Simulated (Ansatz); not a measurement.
`FC([SiH3])[SiH2]S` and `F[CH]([SiH3])[GaH2]` differ in one atom or group.

Ansatz, PBE0-D4/def2-TZVP geometries, multiplicity 1. Each molecule was computed in one conformer, which needn't be the lowest.

Scalar relativity is left out up to krypton.

```
                               property  `FC([SiH3])[SiH2]S`
    LUMO energy (B3LYP/def2-TZVPP) / eV                -0.50
  LUMO energy (ωB97M-V/def2-TZVPP) / eV                 1.50
      HOMO energy (PBE/def2-TZVPP) / eV                -6.28
     LUMO energy (PBE0/def2-TZVPP) / eV                -0.31
HOMO–LUMO gap (ωB97M-V/def2-TZVPP) / eV                11.20
    HOMO–LUMO gap (PBE/def2-TZVPP) / eV                 5.07
```

Q: What does the change do to each property? (Best estimate.)

A: Computed: 
| property | `F[CH]([SiH3])[GaH2]` | shift |
| --- | --- | --- |
| LUMO energy (B3LYP/def2-TZVPP) / eV | -2.08 | -1.58 |
| LUMO energy (ωB97M-V/def2-TZVPP) / eV | -0.11 | -1.61 |
| HOMO energy (PBE/def2-TZVPP) / eV | -6.36 | -0.08 |
| LUMO energy (PBE0/def2-TZVPP) / eV | -1.79 | -1.48 |
| HOMO–LUMO gap (ωB97M-V/def2-TZVPP) / eV | 9.74 | -1.46 |
| HOMO–LUMO gap (PBE/def2-TZVPP) / eV | 3.77 | -1.30 |

With PBE0 the HOMO falls by 0.15 eV and the LUMO falls by 1.48 eV, so the gap narrows by about 1.33 eV. PBE moves the HOMO by -0.08 eV and ωB97M-V by -0.16 eV.

B3LYP here is the variant with VWN-RPA as its local correlation; programs differ in this.
